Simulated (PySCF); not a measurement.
Compound: H₆O₃Si₂.
Z-matrix (Å and degrees, PBE0-D3(BJ)/def2-SVP geometry), rows numbered from 1:
```
O 
Si  1  1.6535
O   2  1.6484  1  107.91
O   2  1.6542  1  107.92  3   120.97
Si  4  1.6610  2  140.44  1  -124.65
H   1  0.9615  2  116.22  3  -150.90
H   2  1.4760  1  113.59  3  -118.74
H   3  0.9622  2  116.21  1    32.85
H   5  1.4948  4  110.49  2    56.60
H   5  1.4926  4  110.76  2   -64.10
H   5  1.4897  4  107.96  2   175.87
```

Method: PySCF, delta-SCF UKS SCAN, pcX-2 on the ionised atom, pcseg-1 elsewhere, spin-free X2C. Every row has its own mixed basis.

```tsv
ionised atom	basis functions	E(ground) (Eh)	E(ionised) (Eh)
O1	139	-809.65243	-789.84864
O4	139	-809.65561	-789.88098
Si2	150	-809.69917	-741.76370
Si5	150	-809.68082	-741.78217
```

Problem. Turn these total energies into binding energies.

Solution. E(ionised) − E(ground), at 27.2114 eV a hartree:

| atom | environment | difference (Eh) | binding energy (eV) |
| --- | --- | --- | --- |
| O1 | silanol oxygen | 19.80379 | 538.89 |
| O4 | siloxane oxygen | 19.77463 | 538.10 |
| Si2 | oxygen-bound silicon | 67.93547 | 1848.62 |
| Si5 | oxygen-bound silicon | 67.89865 | 1847.62 |

Problem. How much do the ground-state energies differ, and what would follow from using one of them for all holes?

Solution. They run from -809.6992 Eh (core basis on Si2) to -809.6524 Eh (on O1), 0.0468 Eh or 1.27 eV apart, though the state is the same; only basis and grid differ. Pairing the ion of O1 with the ground state of Si2 would put its binding energy 1.27 eV too high.

Only 1s holes are shown. Topologically equivalent atoms share the value of their first member; where this conformer doesn't relate them by symmetry, their own values could differ. One conformer (not necessarily the lowest) at the PBE0-D3(BJ)/def2-SVP geometry, without solvent, vibrations or thermal averaging.

Time: 58 s wall. Hardware: x86-64 server, one thread, on a shared host.
